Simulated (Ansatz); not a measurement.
Stepwise reaction of `C[SiH](N)N` with hydrogen sulfide, as a gas-phase model of exchange steps in deposition or etching. ΔE in kJ/mol.

Program: Ansatz. Geometries: PBE0-D4/def2-TZVP. ΔE: electronic, gas phase. CBS: MP2 limit from def2 TZ/QZ plus the TZ coupled-cluster correction, frozen cores. This one scheme is used for every species. Functionals use def2-TZVPP. B3LYP here is the variant with VWN-RPA as its local correlation; programs differ in this. One conformer a species, not always the lowest.

```csv
step,reaction,PBE-D4,B3LYP-D4,ωB97M-V,CCSD(T)/CBS
1,`C[SiH](N)N` + H₂S → `C[SiH](N)S` + NH₃,-14.1,-4.9,-4.4,-6.1
```

Give the row of step 2, `C[SiH](N)S` + H₂S → `C[SiH](S)S` + NH₃. (An estimate is asked.)

Ansatz gave: 
```json
{"step": "2", "reaction": "`C[SiH](N)S` + H₂S → `C[SiH](S)S` + NH₃", "PBE-D4": "-20.0", "B3LYP-D4": "-9.9", "ωB97M-V": "-9.1", "CCSD(T)/CBS": "-11.3"}
```

By hand: ΔE of the 2 steps together at CCSD(T)/CBS.

(-6.1) + (-11.3) = -17.4 kJ/mol, or -8.7 kJ/mol a step.

In ΔE each step is lower than the one before. All are downhill at CCSD(T)/CBS. PBE-D4 differs from CCSD(T)/CBS by -8.7 to -8.0 kJ/mol a step. Isolated molecules leave out the surface, adducts and barriers. Largest T1 diagnostic: 0.011.
